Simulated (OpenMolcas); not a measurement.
**Ir3+: ligand-field states by method**

Ir3+ with 6 ligands (fluoride) in octahedral coordination (Oh) at 1.99 Å. A charge of +0.5 e stands 2.8 Å behind each ligand. Ligand basis ANO-RCC-VDZP.

| Quantity | Value |
| --- | --- |
| Program | OpenMolcas 26.06 |
| Basis | ANO-RCC-VTZP [8s7p5d3f1g] |
| Scalar Hamiltonian | DKH2, point nucleus |
| Active space | 6 electrons in 5 orbitals (5d) |
| State averaging | 2S+1 = 5 even, 5 roots; 2S+1 = 3 even, 45 roots; 2S+1 = 1 even, 50 roots |
| Spin-orbit coupling | state interaction with AMFI integrals over the reference wave functions |

I. CASSCF
II. SS-CASPT2, IPEA 0.25 Eh, imaginary shift 0.1 Eh (closed shells correlated: 5s 5p and the ligand valence shells)

Spin-free states (labels of O, the rotations of Oh) in cm-1, each column counted from its own energy of the first state listed:

```json
{"State": "1A1", "Degeneracy": "1", "I": "0", "II": "0"}
{"State": "3T1", "Degeneracy": "3", "I": "17068", "II": "19050"}
{"State": "3T2", "Degeneracy": "3", "I": "22039", "II": "22920"}
{"State": "1T1", "Degeneracy": "3", "I": "23440", "II": "23610"}
{"State": "5T2", "Degeneracy": "3", "I": "24579", "II": "31360"}
{"State": "1T2", "Degeneracy": "3", "I": "33416", "II": "31280"}
```

From I to II, I's first state of the same spin (1T1) moves from 23440 to 23610 cm-1, by about +170 cm-1.

From I to II, I's first state of another spin (3T1) moves from 17068 to 19050 cm-1, by about +2000 cm-1.

I: A least-squares ligand-field fit to the states below 45000 cm-1, each weighted by its degeneracy and with a free common offset, gives 10Dq = 25723 cm-1, B = 754 cm-1 and C = 3050 cm-1 (C/B = 4.05), with an rms deviation of 158 cm-1. The same method and metal basis give the free ion B = 870 cm-1 (fit to its terms below 60000 cm-1, rms deviation 21 cm-1), so the nephelauxetic ratio is β = 754 / 870 = 0.87; it hangs on how both fits weigh the states, and computed free-ion B values tend to be too large, so β mixes covalency with correlation.

II: A least-squares ligand-field fit to the states below 45000 cm-1, each weighted by its degeneracy and with a free common offset, gives 10Dq = 25996 cm-1, B = 525 cm-1 and C = 2305 cm-1 (C/B = 4.39), with an rms deviation of 232 cm-1. The same method and metal basis give the free ion B = 675 cm-1 (fit to its terms below 60000 cm-1, rms deviation 572 cm-1), so the nephelauxetic ratio is β = 525 / 675 = 0.78; it hangs on how both fits weigh the states, and computed free-ion B values tend to be too large, so β mixes covalency with correlation.

From I to II, 10Dq changes by +1 %, B by -30 % and C by -24 %.

χT at 300 K: I 0.03, II 0.03 cm3 K/mol.

The states above are spin-free; spin-orbit coupling is strong here and shifts and splits them by thousands of cm-1.

Roots that are degenerate in the reference are averaged as groups; the widest CASPT2 spread within a group is 690 cm-1 (the 3-fold group of multiplicity 3 near 19000 cm-1 above the lowest state of its run, II). Shifts and gaps below about the spread of the groups concerned are not significant. Over all roots computed the reference weight is 0.69 to 0.70 in II; a low but even weight reflects the number of correlated electrons. The least metal-like active orbital is 79 % on the metal (Löwdin) and no ligand orbital is active, so the numbers are rough. Ligand-to-metal charge-transfer states are missing. With no ligand orbital active B as a rule stays too high, so bands that hang on it stand too high and its fall with covalency is understated. Without dynamic correlation the repulsion within the d shell is too large (B by tens of per cent), so at a given field states of lower spin stand too high (holds for I). With metal d orbitals alone the field can be off either way by tens of per cent (holds for I). With one d shell and no ligand orbital active, 10Dq can be off by a tenth or more (holds for II). No measured value stands beside these numbers; the geometry was imposed, not optimised, and the real ion may take another.
